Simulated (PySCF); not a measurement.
Geometry:
| atom | x (Å) | y (Å) | z (Å) |
| --- | --- | --- | --- |
| C1 | -2.518 | -0.051 | -0.067 |
| S2 | -1.418 | 1.377 | -0.001 |
| C3 | 0.124 | 0.606 | -0.284 |
| C4 | 1.385 | 1.133 | -0.364 |
| C5 | 2.252 | 0.022 | -0.611 |
| C6 | 1.458 | -1.082 | -0.661 |
| O7 | 0.161 | -0.730 | -0.462 |
| H8 | -3.527 | 0.346 | 0.107 |
| H9 | -2.271 | -0.780 | 0.717 |
| H10 | -2.480 | -0.538 | -1.051 |
| H11 | 1.656 | 2.180 | -0.259 |
| H12 | 3.332 | 0.047 | -0.735 |
| H13 | 1.644 | -2.140 | -0.822 |

Geometry: PBE0-D3(BJ)/def2-SVP; GIAO absolute shieldings from PySCF, gas phase, non-relativistic, averaged over equivalent atoms.

At PBE0/cc-pVDZ (132 basis functions, 13 s wall time on 1 thread of an Arm Neoverse V1, shared host):
```
    atoms  σ (ppm)
       C3     49.0
       C6     59.8
       C5     84.1
       C4     94.3
       C1    180.8
       S2    566.4
       O7     61.3
      H13    24.06
      H12    24.94
      H11    25.37
H8/H9/H10    29.01
```

Task: What do these become at OPBE/pcSseg-1?

Result: 
| atoms | σ at OPBE/pcSseg-1 | change |
| --- | --- | --- |
| C3 | 45.0 | -4.0 |
| C6 | 49.6 | -10.2 |
| C5 | 73.9 | -10.2 |
| C4 | 83.4 | -10.9 |
| C1 | 167.9 | -12.9 |
| S2 | 502.4 | -64.0 |
| O7 | 40.7 | -20.6 |
| H13 | 23.88 | -0.18 |
| H12 | 24.75 | -0.19 |
| H11 | 25.14 | -0.23 |
| H8/H9/H10 | 28.80 | -0.21 |

The largest change is at S2 (sulfide sulfur). Cost: 156 basis functions, 24 s wall time on 1 thread of an Arm Neoverse V1, shared host. The order of the carbon signals is the same at both levels.
